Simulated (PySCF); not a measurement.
Simulated Cl 2p region for BCl2(SiH3), `ClB(Cl)[SiH3]`, binding energy against the vacuum level.

Every computed line was given a Gaussian of 0.4 eV full width at half maximum and an area set by the number of equivalent atoms (split 2:1 within a doublet); the highest printed point is 100. The calculation used delta-SCF UKS SCAN, pcX-2 on the ionised atom, pcseg-1 elsewhere, spin-free X2C in PySCF.

(binding energy (eV), intensity): (206.1, 0), (206.2, 3), (206.3, 11), (206.4, 33), (206.5, 67), (206.6, 97), (206.7, 100), (206.8, 73), (206.9, 37), (207.0, 14), (207.1, 3), (207.2, 1), (207.3, 0), (207.4, 0), (207.5, 0), (207.6, 0), (207.7, 0), (207.8, 1), (207.9, 3), (208.0, 10), (208.1, 24), (208.2, 41), (208.3, 51), (208.4, 45), (208.5, 28), (208.6, 12), (208.7, 4), (208.8, 1), (208.9, 0)

Q: Count the maxima, the lines and the sites behind this envelope.

A: The curve has 2 maxima (at 206.7 and 208.3 eV). Under it lie 2 lines from 1 inequivalent chlorine site, drawn as a 2p3/2, 2p1/2 pair.

Q: Decompose the envelope and assign each component. Bonds: B1–Cl2, B1–Cl3, B1–Si4. Hydrogens: H5, H6, H7 on Si4.

A: 
| position (eV) | relative area | line | atoms | environment |
| --- | --- | --- | --- | --- |
| 206.66 | 1.33 | Cl 2p3/2 | Cl2/Cl3 | chlorine bonded to B |
| 208.31 | 0.67 | Cl 2p1/2 | Cl2/Cl3 | chlorine bonded to B |

Q: What are the centre and the root-mean-square width of the whole band?

A: The area-weighted mean of the lines is 207.21 eV. Their own spread about it is 0.78 eV (rms) and each Gaussian has σ = 0.4/2.355 = 0.17 eV; the variances add, which gives 0.80 eV.

Shake-up satellites, vibrational structure and lifetime widths aren't simulated. Atoms equivalent by their bonding share one computed value, that of the first of them. 2p3/2 and 2p1/2 are the ΔSCF energy of one spin-free 2p hole plus the eigenvalues of a spin–orbit and ligand-field matrix of the shell. 2p1/2 minus 2p3/2 (ligand field included): Cl 1.65 eV. Isolated species at its PBE0-D3(BJ)/def2-SVP geometry, gas phase.
